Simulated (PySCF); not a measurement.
## From computed data to an observable: entropy of an ideal gas

BFHI, SMILES FBI.

The structure is a stationary point at PBE-D3(BJ)/def2-TZVP. The def2 effective core potentials stand for the cores of I; spin–orbit coupling is left out.

PBE-D3(BJ)/def2-TZVP (PySCF 2.14.0) gives the harmonic wavenumbers 275, 585, 757, 1035, 1265, 2612 cm⁻¹ and the rotational temperatures 2.7035, 0.1355, 0.1290 K. The molar mass is 157.72 g/mol, the symmetry number 1, the spin multiplicity 1.

Q: Work out the entropy at 298.15 K and 1 atm in the rigid-rotor, harmonic-oscillator model.

A: 
Translation (Sackur–Tetrode at 1 atm): S = R[1.5 ln M + 2.5 ln T − 1.16487] = 171.9 J/(mol K).
Rotation: q = (√π/σ) T^1.5/√(θA θB θC) = 42000, S = R[ln q + 3/2] = 101.0 J/(mol K).
Vibration: with u = 1.4388 ν/T, each mode gives R[u/(e^u − 1) − ln(1 − e^−u)]:
```csv
ν (cm⁻¹),modes,u,S (J/(mol K))
275,1,1.33,6.55
585,1,2.82,1.99
757,1,3.65,1.03
1035,1,4.99,0.34
1265,1,6.10,0.13
```
The stiffer modes add less than 0.005 each. Sum 10.0 J/(mol K).
Spin: R ln 1 = 0.0 J/(mol K).
Total 282.9 J/(mol K); the program's own thermochemistry gives 282.9. Translation makes up 61 % and vibration 4 %. Anharmonicity, hindered rotation and orbital degeneracy are left out.
